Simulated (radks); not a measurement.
The nuclear charge of the calcium ion Ca2+ is varied continuously with 18 electrons held in [Ar]. Calculated with a radial shooting solver on a logarithmic mesh with Libxc functionals: non-relativistic Kohn-Sham, LDA (Slater exchange, Perdew-Wang correlation), spin-polarised, spherical densities, point nucleus. By the Hellmann-Feynman theorem dE/dZ = E(electron-nucleus)/Z, the electronic potential at the nucleus.

\begin{tabular}{lrrrrr}
Z & E (hartree) & E(electron-nucleus)/Z (hartree) & HOMO & e(HOMO) (eV) & <r> HOMO (bohr) \\ \hline
19 & -598.03273 & -74.5639 & 3p & -24.985 & 1.428 \\
19.5 & -635.93125 & -77.0296 & 3p & -33.624 & 1.337 \\
20 & -675.06175 & -79.4920 & 3p & -43.119 & 1.259 \\
20.5 & -715.42278 & -81.9518 & 3p & -53.452 & 1.191 \\
21 & -757.01318 & -84.4095 & 3p & -64.608 & 1.131 \\
\end{tabular}

The central difference of E at Z = 20 is -79.492 hartree, to compare with the third column; the second derivative is -4.92 hartree.
